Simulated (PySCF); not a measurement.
# H₂MoO + N₂ → MoN₂ + H₂O

Level: PBE0 in the def2-TZVP basis family, computed in PySCF with density fitting; scalar-relativistic core potentials for atoms from Rb on, none lighter, no spin–orbit coupling; open shells unrestricted.

```json
{"species": "H₂MoO", "state and structure": "triplet, C2v, Mo–H 1.737 Å (×2), Mo–O 1.648 Å; H–Mo–H 125.4°, H–Mo–O 117.3° (×2)", "ZPE (kJ/mol)": "37.6", "H(298 K) − H(0) (kJ/mol)": "12.1", "S° (J/(mol K))": "269.4"}
{"species": "N₂", "state and structure": "singlet, D∞h, N–N 1.089 Å", "ZPE (kJ/mol)": "14.9", "H(298 K) − H(0) (kJ/mol)": "8.7", "S° (J/(mol K))": "191.4"}
{"species": "MoN₂", "state and structure": "singlet, C2v, Mo–N 1.652 Å (×2); N–Mo–N 104.4°", "ZPE (kJ/mol)": "15.5", "H(298 K) − H(0) (kJ/mol)": "10.7", "S° (J/(mol K))": "262.1"}
{"species": "H₂O", "state and structure": "singlet, C2v, O–H 0.960 Å (×2); H–O–H 105.1°", "ZPE (kJ/mol)": "56.5", "H(298 K) − H(0) (kJ/mol)": "9.9", "S° (J/(mol K))": "188.7"}
```

Question: Is the gas-phase reaction uphill or downhill in electronic energy at this level, and by how much?

Answer: At PBE0/def2-TZVP, ΔE = 281.9 kJ/mol, uphill. 

Question: Add zero-point, thermal and entropy terms for 298.15 K and 1 bar.

Answer: ΔZPE = 19.5 and Δ[H(298) − H(0)] = -0.2 kJ/mol give ΔH° = 301.2 kJ/mol. ΔS° = -10.0 J/(mol K), so ΔG° = 301.2 − 298.15 × (-0.0100) = 304 kJ/mol.

Open d or f shells are single determinants, so the state found may not be the ground state. The structures come from searches over a few start shapes, so lower isomers are not excluded.
